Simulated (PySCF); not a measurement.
ZnFCl, SMILES [F][Zn][Cl]. Coordinates come from a r2SCAN-D4/def2-TZVP optimisation.

Problem. Give the equilibrium geometry at r2SCAN-D4/def2-TZVP (PySCF confirms it by a frequency run) as Cartesian coordinates in Å, and its point group. (Estimate from the structure and the level; the computed values follow.)

Solution. point group C∞v.
```xyz
3

Zn     0.0000     0.0000    -0.3480
F      0.0000     0.0000    -2.0819
Cl     0.0000     0.0000     1.7163
```
